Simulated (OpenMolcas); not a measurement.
Computed levels of 3s2 3p3 in ions with 15 electrons, in cm-1 above 4S* 3/2.

- Program: OpenMolcas
- Method: SS-CASPT2, IPEA 0.25 Eh, imaginary shift 0.1 Eh
- Basis: ANO-RCC-VQZP
- Scalar Hamiltonian: DKH2, point nucleus
- Spin-orbit coupling: RASSI with atomic mean-field integrals over the reference wave functions, term energies averaged over their components

Active space for each ion: 3 electrons in 3 orbitals (3p); closed shells correlated by CASPT2: 2s 2p 3s.

| Level | P | Cl2+ |
| --- | --- | --- |
| 2D* 3/2 | 11450 | 18380 |
| 2D* 5/2 | 11450 | 18440 |
| 2P* 1/2 | 19640 | 31210 |
| 2P* 3/2 | 19650 | 31280 |

Q: Estimate 2D* 3/2, 2D* 5/2 for S+ from its neighbours P and Cl2+.

A: 2D* 3/2 is another term, which grows about linearly with the charge: (11450 + 18380) / 2 = 14915. The calculation gives 15030, so the estimate is off by -0.8 %; the measured value is 14853 (NIST Handbook of Basic Atomic Spectroscopic Data).
2D* 5/2 is another term, which grows about linearly with the charge: (11450 + 18440) / 2 = 14945. The calculation gives 15050, so the estimate is off by -0.7 %; the measured value is 14885 (NIST Handbook of Basic Atomic Spectroscopic Data).

CASPT2 breaks the degeneracy within a term, and the mean is taken; among the terms shown or strongly mixed into the levels shown the widest spread is 240 cm-1 (3s2 3p3 2D*, S+). With the s shell closed, the reference lacks s² → p² mixing. Measured partners are found by configuration, term and J. A level has none where our copy of the source lacks it or the pairing is in doubt (some pairs that miss far off the trend of their configuration count as doubtful), and it then counts in no deviation. Levels of configurations outside the active space are missing.

* marks odd parity.
